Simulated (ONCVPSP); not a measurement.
## Sb (Z = 51), ONCV: configuration errors across variants

Sb, optimised norm-conserving Vanderbilt (ONCV), made with ONCVPSP 4.0.1 (PBE, scalar-relativistic). Core [Kr], reference 4d10 5s2 5p1.5 (charge +1.5). Waves: 5s: rc 1.65 bohr, ncon 5, nbas 8, qcut 3.1 1/bohr, 2 projectors, debl 1.5 Ha; 5p: rc 2.05 bohr, ncon 4, nbas 7, qcut 4.6 1/bohr, 2 projectors, debl 2.4 Ha; 4d: rc 1.30 bohr, ncon 3, nbas 7, qcut 9.8 1/bohr, 2 projectors, debl 0.6 Ha. Local part: polynomial inside 1.10 bohr (lpopt 5, dvloc0 6 Ha). Core correction: polynomial model core, fcfact 0.65.

In the d channel the program set the typed energies aside and used -1.719, 0.250 Ha.

All-electron excitation energies from the reference (eV): (1) 4d10 5s2 5p3 -15.290; (2) 4d10 5s2 5p2 -6.973; (3) 4d10 5s2 5p1 8.996; (4) 4d9 5s2 5p3 25.445.

A true bound ghost makes a file unfit for plane-wave use even where its test errors are small: the radial tests pick states by their node count and pass the ghost by.

Errors AE − PS in meV (a dash: test not solved or not reliable):

```tsv
change	(1)	(2)	(3)	(4)	bound ghosts	GHOST(+) flags above zero
base	+3.2	+1.6	-2.5	-373	s	s, p
local potential polynomial inside 1.10 bohr (lpopt 5, dvloc0 -2.5 Ha)	+1.4	+1.4	-2.7	-376	s, p	s
local potential polynomial inside 1.10 bohr (lpopt 5, dvloc0 2 Ha)	+3.7	+1.7	-2.5	-370	s	s, p
local potential polynomial inside 1.10 bohr (lpopt 5, dvloc0 4 Ha)	+3.4	+1.6	-2.5	-370	s	s, p
local potential polynomial inside 1.10 bohr (lpopt 5, dvloc0 5 Ha)	+3.3	+1.6	-2.5	-370	s	s, p
local potential polynomial inside 1.10 bohr (lpopt 5, dvloc0 7 Ha)	+3.2	+1.6	-2.5	-373	s	s, p
local potential polynomial inside 1.10 bohr (lpopt 5, dvloc0 8.5 Ha)	+3.1	+1.6	-2.5	-376	s	s, p
```

(1) Give the same row for: local potential polynomial inside 1.10 bohr (lpopt 5, dvloc0 0 Ha).

## Answers

(1) +5.0, +1.8, -2.3, -354; bound ghosts: s, p; GHOST(+) flags above zero: s.
